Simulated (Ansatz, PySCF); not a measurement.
F2GeH4OSi, SMILES F[Si](O)(F)[GeH3].

Geometry: ωB97X-D3(BJ)/def2-SVP. The structure was generated by enumeration, and PubChem lists no compound with its InChIKey, so it may never have been made. One conformer was computed; it need not be the lowest.

Vertical ionisation energy (IE) and electron affinity (EA) in eV. Rows of orbital energies are one-electron estimates. Where ΔSCF, EOM or ADC give a negative EA the extra electron is unbound and the value depends on the basis.

| level | IE | EA |
|---|---|---|
| −ε(HOMO), −ε(LUMO), CAM-B3LYP/def2-TZVP (PySCF) | 10.41 | -1.03 |
| −ε(HOMO), −ε(LUMO), PBE/def2-TZVP (PySCF) | ? | ? |
| ΔSCF, CAM-B3LYP/def2-SVPD (Ansatz), final states of multiplicity 2 and 2 | 11.49 | -1.01 |
| ΔSCF, PBE/def2-SVPD (Ansatz), final states of multiplicity 2 and 2 | 10.98 | -0.70 |

### Question
What belongs in the gaps? (The exact figures need the calculation; the answer reports its results.)

### Answer

- −ε(HOMO), −ε(LUMO), PBE/def2-TZVP (PySCF), IE: 7.80
- −ε(HOMO), −ε(LUMO), PBE/def2-TZVP (PySCF), EA: 0.79

### Question
What vertical singlet–triplet gap does ΔSCF give with CAM-B3LYP/def2-SVPD (Ansatz, a quantum-chemistry and plane-wave program) and with PBE/def2-SVPD (Ansatz)? (The exact figures need the calculation; the answer reports its results.)

### Answer
7.23 and 6.68 eV (triplet above singlet where positive).
